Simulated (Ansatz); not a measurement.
Li11⁻. Charge -1, multiplicity 1. Geometry B3LYP/def2-SVPD.

```xyz
11

Li   -2.0005   -1.6800   -0.8229
Li    2.2891    0.6764   -0.7922
Li   -0.8420    1.0224   -0.8149
Li    3.0570   -2.3453   -0.9305
Li    0.7173   -1.2771    0.5224
Li   -3.7900    0.8373   -0.8083
Li   -1.9613    0.0064    1.5800
Li    3.3528   -0.4429    1.6772
Li   -2.1686    2.8742    1.1248
Li    0.6389   -1.1276   -2.4144
Li    0.7073    1.4561    1.6788
```

B3LYP takes the VWN-RPA correlation. The restricted singlet is unstable towards broken spin symmetry in Hartree–Fock (as tested in another run); at PBE/def2-SVPD, B3LYP/def2-TZVPD, PBE0/def2-TZVPD, CAM-B3LYP/def2-TZVPD and others this wasn't settled. The structure comes from a short search, and lower isomers may exist.

Q: Estimate the orbital energies around the gap (eV) in Ansatz with PBE/def2-SVPD, B3LYP/def2-TZVPD, PBE0/def2-TZVPD, CAM-B3LYP/def2-TZVPD, ωB97M-V/def2-TZVPD.

A: 
| orbital | PBE/def2-SVPD | B3LYP/def2-TZVPD | PBE0/def2-TZVPD | CAM-B3LYP/def2-TZVPD | ωB97M-V/def2-TZVPD |
| --- | --- | --- | --- | --- | --- |
| HOMO−9 | -47.07 | -50.90 | -51.33 | -52.79 | -54.26 |
| HOMO−8 | -47.07 | -50.90 | -51.32 | -52.79 | -54.26 |
| HOMO−7 | -46.59 | -50.45 | -50.81 | -52.36 | -53.79 |
| HOMO−6 | -46.58 | -50.45 | -50.81 | -52.36 | -53.78 |
| HOMO−5 | -2.19 | -2.88 | -3.19 | -4.32 | -5.05 |
| HOMO−4 | -1.43 | -1.96 | -2.21 | -3.13 | -3.76 |
| HOMO−3 | -0.87 | -1.25 | -1.46 | -2.17 | -2.74 |
| HOMO−2 | -0.37 | -0.63 | -0.81 | -1.37 | -1.90 |
| HOMO−1 | -0.31 | -0.53 | -0.71 | -1.19 | -1.72 |
| HOMO | -0.01 | -0.21 | -0.37 | -0.83 | -1.32 |
| LUMO | 0.42 | 0.86 | 0.85 | 1.59 | 1.80 |
| LUMO+1 | 0.52 | 0.98 | 0.96 | 1.73 | 1.98 |
| LUMO+2 | 0.63 | 1.05 | 1.06 | 1.75 | 1.98 |
| LUMO+3 | 0.87 | 1.33 | 1.33 | 2.02 | 2.20 |
| LUMO+4 | 0.97 | 1.35 | 1.38 | 2.05 | 2.22 |
| LUMO+5 | 1.04 | 1.50 | 1.51 | 2.19 | 2.37 |
